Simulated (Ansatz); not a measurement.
One change: `N#CC(N)O[SiH3]` becomes `NC(S)O[SiH3]`.

Ansatz, PBE0-D4/def2-TZVP geometries, multiplicity 1. Each molecule was computed in one conformer, which needn't be the lowest.

```csv
property,`N#CC(N)O[SiH3]`
HOMO–LUMO gap (ωB97M-V/def2-TZVPP) / eV,12.03
LUMO energy (PBE/def2-TZVPP) / eV,-1.26
HOMO–LUMO gap (B3LYP/def2-TZVPP) / eV,7.37
size of the dipole moment (PBE/def2-TZVPP) / D,2.37
HOMO energy (ωB97M-V/def2-TZVPP) / eV,-10.59
size of the dipole moment (ωB97M-V/def2-TZVPP) / D,2.28
```

Give the same properties after the change, and the shifts. (Best estimate.)

The calculation gave: 
```
                                          property  `NC(S)O[SiH3]`  shift
           HOMO–LUMO gap (ωB97M-V/def2-TZVPP) / eV           11.18  -0.85
                 LUMO energy (PBE/def2-TZVPP) / eV           -0.82   0.44
             HOMO–LUMO gap (B3LYP/def2-TZVPP) / eV            6.71  -0.66
    size of the dipole moment (PBE/def2-TZVPP) / D            1.59  -0.78
             HOMO energy (ωB97M-V/def2-TZVPP) / eV           -9.41   1.18
size of the dipole moment (ωB97M-V/def2-TZVPP) / D            1.60  -0.68
```

With PBE0 the HOMO rises by 1.04 eV and the LUMO rises by 0.43 eV, so the gap narrows by about 0.61 eV. PBE moves the HOMO by 0.79 eV and ωB97M-V by 1.18 eV. Dipoles are sizes alone; their direction can turn.

B3LYP here is the variant with VWN-RPA as its local correlation; programs differ in this.
